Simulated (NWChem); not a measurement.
Species: C2H2I2; SMILES I/C=C\I

```xyz
6

I     -1.9202     0.0000     0.1905
C     -0.6656     0.0000    -1.4671
C      0.6656     0.0000    -1.4671
I      1.9202     0.0000     0.1905
H     -1.2085     0.0000    -2.4166
H      1.2085     0.0000    -2.4166
```
Atoms are numbered in this order, from 1.

Level: PBE0/def2-SVP with def2 effective core potentials on I (NWChem), optimised geometry, unscaled harmonic frequencies. def2 effective core potentials on I; no spin-orbit coupling.

List the harmonic frequencies with IR intensities, and the thermochemistry.


```json
[
 {"frequency (cm⁻¹)": "80", "IR intensity (km/mol)": "0.0"},
 {"frequency (cm⁻¹)": "358", "IR intensity (km/mol)": "0.0"},
 {"frequency (cm⁻¹)": "418", "IR intensity (km/mol)": "0.0"},
 {"frequency (cm⁻¹)": "511", "IR intensity (km/mol)": "1.8"},
 {"frequency (cm⁻¹)": "659", "IR intensity (km/mol)": "73.5"},
 {"frequency (cm⁻¹)": "692", "IR intensity (km/mol)": "62.3"},
 {"frequency (cm⁻¹)": "909", "IR intensity (km/mol)": "0.0"},
 {"frequency (cm⁻¹)": "1141", "IR intensity (km/mol)": "4.1"},
 {"frequency (cm⁻¹)": "1235", "IR intensity (km/mol)": "76.9"},
 {"frequency (cm⁻¹)": "1646", "IR intensity (km/mol)": "34.7"},
 {"frequency (cm⁻¹)": "3211", "IR intensity (km/mol)": "21.5"},
 {"frequency (cm⁻¹)": "3232", "IR intensity (km/mol)": "1.7"}
]
```

```yaml
zero_point_energy: 20.1 kcal/mol
thermal correction to the enthalpy at 298.15 K (with zero-point energy): 23.7 kcal/mol
heat capacity Cv: 14.8 cal/(mol K)
entropy at 298.15 K and 1 atm (symmetry number 2): 78.4 cal/(mol K)
```

Rigid rotor and harmonic oscillator; modes under 100 cm⁻¹ make the entropy uncertain.
